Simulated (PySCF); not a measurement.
**SMILES B[BH2-]NC, [CH8B2N]-, charge -1**

Geometry:
```csv
atom,x (Å),y (Å),z (Å)
B1,2.177,-0.050,0.271
B2,0.571,-0.479,0.411
N3,-0.475,0.693,0.339
C4,-1.821,0.281,0.080
H5,2.587,0.932,-0.283
H6,3.073,-0.804,0.526
H7,0.468,-1.193,-0.635
H8,0.240,-1.206,1.343
H9,-0.190,1.350,-0.384
H10,-1.981,-0.249,-0.890
H11,-2.521,1.139,0.093
H12,-2.127,-0.413,0.868
```

Total charge -1.

The calculation used GIAO CAM-B3LYP/aug-pcSseg-1 magnetisability, rotational g tensor and spin-rotation constants, non-relativistic, gas phase (PySCF). Geometry: GFN2-xTB.

For an ion the centre-of-mass motion in the field is neglected.

**Question.** Give the nuclear spin-rotation constants along the inertial axes (H = +C I·J) beside the isotropic shieldings.

**Answer.** Rotational constants 26.0131, 3.6654, 3.4158 GHz. A star marks the isotopologue with that one atom substituted, in its own axes.
| atom | isotope | Caa (kHz) | Cbb (kHz) | Ccc (kHz) | mean (kHz) | σ (ppm) |
| --- | --- | --- | --- | --- | --- | --- |
| B1 | 11B | 12.542 | 2.405 | 0.602 | 5.183 | -17.2 |
| B2 | 11B | 4.571 | 0.847 | 0.666 | 2.028 | 105.3 |
| N3 | 14N | 1.635 | 0.122 | 0.174 | 0.644 | 218.9 |
| H5 | 1H | -1.559 | 0.576 | -0.213 | -0.399 | 21.8 |
| H6 | 1H | 2.353 | 0.098 | -0.277 | 0.725 | 21.8 |
| H7 | 1H | -1.464 | -0.235 | 0.073 | -0.542 | 29.5 |
| H8 | 1H | -1.671 | 0.033 | -0.072 | -0.570 | 28.8 |
| H9 | 1H | -2.960 | -0.056 | -0.203 | -1.073 | 32.8 |
| H10 | 1H | -2.084 | -0.258 | 0.143 | -0.733 | 28.8 |
| H11 | 1H | -0.460 | -0.047 | -0.255 | -0.254 | 28.5 |
| H12 | 1H | -2.279 | 0.036 | -0.127 | -0.790 | 29.1 |
| C4 | 13C* | 3.861 | 0.773 | 0.717 | 1.784 | 138.6 |

For the geometry as given, no vibrational averaging.

**Question.** How do the rotational constants and the g tensor change when H5, H6, H7, H8, H9, H10, H11, H12 are replaced by deuterium?

**Answer.** Constants 16.0107, 2.9137, 2.6877 GHz; g -0.2003, -0.0592, -0.0303, against -0.3263, -0.0723, -0.0404 before.
